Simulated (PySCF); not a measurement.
In(F)(OH)2 (FH₂InO₂), SMILES [OH][In]([OH])[F]. Atoms are numbered in the order given.

```xyz
6

In     0.0000     0.0000    -0.0366
F      0.0000     0.0000     1.9354
O      0.0000     1.7703    -0.9417
H      0.0000     2.4777    -0.2792
O      0.0000    -1.7703    -0.9417
H      0.0000    -2.4777    -0.2792
```

The structure is a stationary point at B3LYP-D3(BJ)/def2-SVP. The def2 effective core potentials stand for the cores of In; spin–orbit coupling is left out. Other conformers were not sampled.

Level of theory: PySCF with CAM-B3LYP/def2-TZVPD.

Mulliken values depend strongly on the basis, most of all with diffuse functions as here. ESP charges are fitted to the potential on shells at 1.4 to 2.0 van der Waals radii. Atomic charges (e):

```json
[
 {"atom": "In1", "ESP fit": "1.23", "Mulliken": "1.38"},
 {"atom": "F2", "ESP fit": "-0.53", "Mulliken": "-0.60"},
 {"atom": "O3", "ESP fit": "-0.70", "Mulliken": "-0.69"},
 {"atom": "H4", "ESP fit": "0.35", "Mulliken": "0.30"},
 {"atom": "O5", "ESP fit": "-0.70", "Mulliken": "-0.69"},
 {"atom": "H6", "ESP fit": "0.35", "Mulliken": "0.30"}
]
```
